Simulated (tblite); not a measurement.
Record of a relaxation.

Compound: C4H8BClO2 (charge +1 and doublet state).
Atom-mapped SMILES: `[CH2+:1][CH:2][C@H:3]([CH3:4])[O:5][B:6]([OH:7])[Cl:8]` (hydrogens: H9, H10 on C1; H11 on C2; H12 on C3; H13, H14, H15 on C4; H16 on O7)

Computed with GFN2-xTB (tblite), gas phase: L-BFGS steps from a force-field or distance-geometry start until the largest atomic force falls under 0.01 eV/Å. 11 of its 92 geometries are shown.

Step 0: E = -708.4950 eV, largest atomic force 6.763 eV/Å
```
atom  x, y, z in Å  |  force x, y, z in eV/Å
C1     -1.317   -1.954   -0.008   -1.605   4.412  -1.236
C2     -1.510   -0.490   -0.258    0.030  -5.209   4.313
C3     -0.390    0.347    0.326   -0.359   0.945  -1.807
C4     -0.768    1.803   -0.036    0.221   0.422  -0.356
O5      0.775    0.083   -0.396    1.970  -1.775   3.098
B6      1.882   -0.252    0.512    2.345  -0.786  -3.208
O7      2.834   -1.316    0.125   -1.531   4.023   1.009
Cl8     2.541    1.149    1.569   -0.811  -1.115  -0.585
H9     -0.357   -2.425   -0.011    0.210  -0.040  -0.191
H10    -2.234   -2.544    0.185    0.740   0.379  -0.325
H11    -2.492   -0.160    0.152    0.511   0.027  -1.385
H12    -0.244    0.249    1.400   -0.269  -0.094   0.196
H13     0.145    2.412    0.084   -0.456  -0.141   0.095
H14    -1.585    2.188    0.575    0.129  -0.120  -0.186
H15    -1.019    1.798   -1.107   -0.083   0.303   0.382
H16     3.733   -0.879    0.144   -1.042  -1.231   0.189
```

Step 9: E = -711.1479 eV, largest atomic force 0.422 eV/Å
```
atom  x, y, z in Å  |  force x, y, z in eV/Å
C1     -1.351   -1.920    0.018   -0.017  -0.272  -0.197
C2     -1.524   -0.597    0.077    0.220   0.116  -0.014
C3     -0.395    0.359    0.377    0.078   0.086   0.134
C4     -0.748    1.799   -0.078    0.009  -0.119   0.111
O5      0.775   -0.157   -0.198   -0.148   0.194   0.344
B6      2.019   -0.149    0.323   -0.178  -0.043   0.147
O7      2.853   -1.098    0.002    0.183  -0.018  -0.261
Cl8     2.440    1.133    1.548   -0.097   0.044  -0.076
H9     -0.382   -2.399   -0.107   -0.247   0.148   0.130
H10    -2.211   -2.575    0.101    0.100   0.001  -0.087
H11    -2.495   -0.138   -0.026   -0.149   0.002   0.100
H12    -0.287    0.390    1.491    0.059   0.154  -0.377
H13     0.121    2.434    0.096    0.014  -0.076  -0.022
H14    -1.568    2.159    0.536   -0.025   0.031  -0.014
H15    -1.042    1.862   -1.125    0.136  -0.200   0.056
H16     3.785   -1.096    0.220    0.063  -0.048   0.026
```

Step 18: E = -711.2148 eV, largest atomic force 0.323 eV/Å
```
atom  x, y, z in Å  |  force x, y, z in eV/Å
C1     -1.371   -1.912   -0.024   -0.032  -0.051   0.116
C2     -1.538   -0.585    0.119    0.092   0.033   0.019
C3     -0.398    0.345    0.415   -0.122   0.084   0.095
C4     -0.736    1.780   -0.081    0.080  -0.144   0.027
O5      0.770   -0.197   -0.127   -0.242   0.059   0.205
B6      2.030   -0.153    0.352   -0.178   0.043  -0.114
O7      2.886   -1.036   -0.088    0.003   0.000   0.067
Cl8     2.401    1.152    1.551    0.037  -0.022   0.070
H9     -0.396   -2.377   -0.070   -0.079   0.076  -0.038
H10    -2.226   -2.573   -0.015    0.005   0.014  -0.115
H11    -2.523   -0.136    0.053    0.099  -0.026   0.102
H12    -0.287    0.471    1.521    0.045  -0.094  -0.233
H13     0.139    2.403    0.103   -0.045  -0.009  -0.107
H14    -1.573    2.181    0.494    0.102  -0.092  -0.176
H15    -0.982    1.748   -1.143    0.063   0.082   0.132
H16     3.796   -1.102    0.198    0.171   0.046  -0.049
```

Step 27: E = -711.3244 eV, largest atomic force 0.142 eV/Å
```
atom  x, y, z in Å  |  force x, y, z in eV/Å
C1     -1.438   -1.883   -0.037   -0.049  -0.050  -0.026
C2     -1.594   -0.590    0.293    0.004   0.050  -0.037
C3     -0.429    0.315    0.484    0.022   0.057   0.034
C4     -0.660    1.708   -0.123    0.001  -0.044  -0.052
O5      0.728   -0.308    0.005   -0.029  -0.022   0.051
B6      2.002   -0.140    0.382   -0.044  -0.024  -0.078
O7      2.905   -0.928   -0.139    0.067   0.035  -0.011
Cl8     2.367    1.139    1.635   -0.057  -0.071   0.045
H9     -0.457   -2.334    0.006   -0.023  -0.069  -0.015
H10    -2.251   -2.503   -0.385   -0.021   0.039   0.075
H11    -2.572   -0.129    0.373    0.039  -0.051   0.059
H12    -0.305    0.497    1.583   -0.008   0.030  -0.082
H13     0.207    2.345    0.035   -0.085   0.009   0.035
H14    -1.551    2.173    0.295    0.141  -0.016   0.008
H15    -0.804    1.575   -1.195    0.008   0.061  -0.038
H16     3.845   -0.927    0.043    0.034   0.067   0.033
```

Step 36: E = -711.3646 eV, largest atomic force 0.202 eV/Å
```
atom  x, y, z in Å  |  force x, y, z in eV/Å
C1     -1.471   -1.904   -0.028   -0.139  -0.026   0.084
C2     -1.581   -0.605    0.296   -0.014   0.101   0.035
C3     -0.413    0.302    0.420    0.091   0.079   0.133
C4     -0.630    1.715   -0.157   -0.019  -0.125   0.009
O5      0.734   -0.355   -0.036    0.040   0.197  -0.024
B6      1.999   -0.168    0.369   -0.110  -0.026  -0.083
O7      2.967   -0.867   -0.166    0.083   0.137   0.059
Cl8     2.271    1.026    1.724   -0.109  -0.027   0.072
H9     -0.518   -2.411   -0.029    0.006   0.004  -0.090
H10    -2.347   -2.474   -0.295    0.031  -0.087   0.018
H11    -2.551   -0.160    0.466   -0.024   0.089  -0.048
H12    -0.293    0.532    1.516    0.157  -0.117  -0.016
H13     0.230    2.357    0.037   -0.091  -0.117  -0.053
H14    -1.517    2.165    0.290    0.110  -0.042  -0.078
H15    -0.777    1.634   -1.235    0.033   0.012   0.018
H16     3.890   -0.778    0.081   -0.043  -0.053  -0.037
```

Step 46: E = -711.4853 eV, largest atomic force 0.158 eV/Å
```
atom  x, y, z in Å  |  force x, y, z in eV/Å
C1     -1.579   -1.922    0.034    0.003  -0.028   0.011
C2     -1.561   -0.613    0.337    0.058   0.050  -0.026
C3     -0.371    0.264    0.322    0.010   0.044  -0.018
C4     -0.591    1.679   -0.211    0.042  -0.014   0.050
O5      0.774   -0.329   -0.224    0.051   0.010   0.125
B6      1.983   -0.160    0.326   -0.016  -0.097  -0.064
O7      3.081   -0.620   -0.197   -0.038   0.104   0.044
Cl8     1.934    0.738    1.976   -0.064  -0.115  -0.077
H9     -0.677   -2.485   -0.158    0.007   0.060   0.002
H10    -2.517   -2.456   -0.055    0.132   0.069   0.013
H11    -2.481   -0.104    0.591   -0.034   0.044   0.026
H12    -0.080    0.476    1.420   -0.034  -0.072   0.002
H13     0.286    2.282    0.015   -0.043   0.083  -0.128
H14    -1.467    2.147    0.230    0.005  -0.075  -0.020
H15    -0.712    1.640   -1.296   -0.002  -0.034   0.061
H16     3.972   -0.529    0.147   -0.077  -0.030  -0.003
```

Step 55: E = -711.5046 eV, largest atomic force 0.106 eV/Å
```
atom  x, y, z in Å  |  force x, y, z in eV/Å
C1     -1.563   -1.903    0.043    0.031   0.043   0.023
C2     -1.559   -0.594    0.343    0.031   0.040  -0.024
C3     -0.363    0.271    0.319   -0.033  -0.005  -0.017
C4     -0.586    1.675   -0.219   -0.033   0.033  -0.006
O5      0.770   -0.334   -0.236    0.012   0.025   0.079
B6      1.972   -0.182    0.324    0.098  -0.004  -0.040
O7      3.083   -0.581   -0.217   -0.064   0.002   0.051
Cl8     1.898    0.652    2.008   -0.005  -0.096  -0.018
H9     -0.652   -2.442   -0.165   -0.007   0.000   0.009
H10    -2.494   -2.440   -0.029    0.000  -0.072  -0.026
H11    -2.474   -0.079    0.601   -0.021  -0.018   0.025
H12    -0.083    0.446    1.425    0.045   0.043  -0.001
H13     0.272    2.317   -0.032    0.021  -0.040  -0.034
H14    -1.466    2.124    0.226   -0.065   0.033   0.001
H15    -0.725    1.606   -1.299   -0.008   0.023  -0.015
H16     3.961   -0.529    0.163    0.000  -0.006  -0.007
```

Step 64: E = -711.5181 eV, largest atomic force 0.078 eV/Å
```
atom  x, y, z in Å  |  force x, y, z in eV/Å
C1     -1.536   -1.888    0.058    0.040   0.035   0.049
C2     -1.554   -0.576    0.345    0.056   0.008   0.017
C3     -0.364    0.297    0.302   -0.016   0.018  -0.027
C4     -0.613    1.693   -0.245   -0.006   0.047  -0.008
O5      0.774   -0.296   -0.257   -0.001   0.036   0.002
B6      1.969   -0.210    0.331    0.044  -0.055  -0.033
O7      3.090   -0.572   -0.218   -0.048   0.012   0.006
Cl8     1.881    0.450    2.078   -0.059   0.029   0.041
H9     -0.612   -2.395   -0.168    0.015  -0.042   0.000
H10    -2.445   -2.464    0.021   -0.029  -0.024  -0.042
H11    -2.473   -0.071    0.614    0.018  -0.044   0.012
H12    -0.064    0.480    1.406   -0.007  -0.004   0.001
H13     0.252    2.334   -0.095    0.019   0.016  -0.009
H14    -1.485    2.143    0.218   -0.020   0.031   0.032
H15    -0.788    1.619   -1.320    0.014  -0.025  -0.017
H16     3.959   -0.535    0.185   -0.020  -0.037  -0.023
```

Step 73: E = -711.5283 eV, largest atomic force 0.048 eV/Å
```
atom  x, y, z in Å  |  force x, y, z in eV/Å
C1     -1.462   -1.887    0.074   -0.006   0.042  -0.011
C2     -1.524   -0.574    0.345    0.023   0.018   0.013
C3     -0.370    0.347    0.299    0.006  -0.018  -0.044
C4     -0.652    1.734   -0.253    0.023   0.010  -0.006
O5      0.775   -0.214   -0.278    0.020   0.002   0.001
B6      1.955   -0.228    0.340    0.004  -0.024  -0.035
O7      3.058   -0.626   -0.217    0.011   0.019   0.036
Cl8     1.848    0.352    2.122   -0.021   0.013  -0.016
H9     -0.528   -2.384   -0.140   -0.013   0.015   0.030
H10    -2.362   -2.477    0.020    0.017  -0.037  -0.016
H11    -2.464   -0.104    0.600   -0.018  -0.003   0.033
H12    -0.070    0.517    1.405    0.011  -0.004  -0.013
H13     0.219    2.377   -0.154    0.014   0.008   0.029
H14    -1.504    2.196    0.236   -0.011  -0.028  -0.003
H15    -0.858    1.636   -1.321   -0.037   0.009   0.000
H16     3.931   -0.655    0.176   -0.022  -0.022   0.005
```

Step 82: E = -711.5327 eV, largest atomic force 0.037 eV/Å
```
atom  x, y, z in Å  |  force x, y, z in eV/Å
C1     -1.425   -1.885    0.084    0.004   0.020  -0.007
C2     -1.511   -0.569    0.332    0.012  -0.002   0.016
C3     -0.368    0.366    0.271   -0.002  -0.012  -0.011
C4     -0.673    1.757   -0.252   -0.001   0.001   0.004
O5      0.782   -0.177   -0.313    0.020   0.002   0.023
B6      1.949   -0.237    0.328   -0.016  -0.018  -0.026
O7      3.050   -0.667   -0.205   -0.001  -0.004   0.008
Cl8     1.823    0.334    2.116   -0.006  -0.003  -0.017
H9     -0.479   -2.364   -0.112    0.010  -0.008  -0.002
H10    -2.308   -2.500    0.033    0.001  -0.004  -0.001
H11    -2.457   -0.112    0.591    0.000   0.006  -0.004
H12    -0.064    0.522    1.381    0.020   0.007   0.009
H13     0.195    2.407   -0.160   -0.012  -0.006  -0.010
H14    -1.516    2.198    0.272   -0.012   0.005   0.003
H15    -0.918    1.683   -1.314    0.016   0.002   0.008
H16     3.913   -0.748    0.204   -0.034   0.012   0.007
```

Step 91: E = -711.5334 eV, largest atomic force 0.007 eV/Å
```
atom  x, y, z in Å  |  force x, y, z in eV/Å
C1     -1.408   -1.882    0.087    0.001   0.001   0.000
C2     -1.504   -0.567    0.334   -0.005   0.000   0.001
C3     -0.367    0.375    0.268   -0.002   0.004  -0.001
C4     -0.682    1.765   -0.251    0.001   0.003  -0.001
O5      0.781   -0.163   -0.323    0.001   0.000   0.001
B6      1.942   -0.246    0.322   -0.001   0.001  -0.002
O7      3.042   -0.687   -0.205    0.006  -0.001   0.003
Cl8     1.816    0.315    2.114    0.002   0.000   0.000
H9     -0.458   -2.356   -0.105    0.003  -0.003  -0.006
H10    -2.287   -2.504    0.033    0.000   0.000   0.003
H11    -2.453   -0.115    0.590   -0.006   0.000   0.003
H12    -0.056    0.531    1.377    0.003  -0.001  -0.001
H13     0.184    2.417   -0.167   -0.002   0.004   0.003
H14    -1.524    2.202    0.278   -0.003  -0.002  -0.003
H15    -0.933    1.691   -1.312    0.004  -0.004   0.001
H16     3.898   -0.768    0.217   -0.001  -0.003  -0.001
```

Question: Summarise the path.

Answer: The energy falls by 70.07 kcal/mol from step 0 to step 91; nine tenths of that is first reached at step 20. It falls at every step. The largest force goes from 6.763 to 0.007 eV/Å. Among the bonds B6–O7 changes most, from 1.479 to 1.297 Å; the atoms move by 0.449 Å rms after alignment.

Question: Follow the three bonds and two angles with the largest change from start to end.

Answer: 
```csv
step,E above end (kcal/mol),largest force (eV/Å),B6–O7 (Å),C1–C2 (Å),O5–B6 (Å),B6–O7–H16 (°),C1–C2–C3 (°)
0,70.07,6.763,1.479,1.498,1.470,105.0,112.3
4,16.98,0.845,1.309,1.337,1.318,115.0,122.7
8,9.73,0.513,1.304,1.335,1.356,121.8,122.9
12,8.10,0.245,1.308,1.340,1.342,126.0,123.3
16,7.71,0.192,1.307,1.341,1.349,124.7,123.3
20,6.65,0.365,1.306,1.352,1.343,126.3,122.0
24,5.42,0.441,1.307,1.337,1.336,128.2,122.5
28,4.75,0.109,1.307,1.345,1.337,127.1,121.8
32,4.43,0.143,1.307,1.343,1.334,126.2,122.1
36,3.89,0.202,1.308,1.343,1.342,123.8,123.2
40,2.76,0.426,1.304,1.352,1.329,126.5,125.4
44,1.35,0.360,1.292,1.341,1.337,127.4,125.2
47,0.99,0.283,1.302,1.345,1.336,127.9,126.0
51,0.78,0.128,1.294,1.343,1.335,127.7,125.2
55,0.66,0.106,1.298,1.343,1.335,127.0,124.7
59,0.50,0.095,1.296,1.342,1.334,126.4,124.4
63,0.37,0.086,1.298,1.343,1.335,126.3,124.0
67,0.25,0.096,1.297,1.343,1.333,127.5,124.4
71,0.16,0.097,1.296,1.343,1.333,127.5,124.4
75,0.10,0.051,1.297,1.342,1.330,127.6,124.5
79,0.04,0.046,1.296,1.342,1.330,128.0,124.3
83,0.01,0.038,1.297,1.342,1.332,128.1,124.2
87,0.00,0.028,1.296,1.342,1.331,127.9,124.2
91,0.00,0.007,1.297,1.342,1.331,127.4,124.2
```

What follows is the cost of the whole relaxation. On one thread, Arm Neoverse N1 (aarch64), no GPU, shared host with 64 logical CPUs at a one-minute load of 49, this took 1.1 s of wall time.
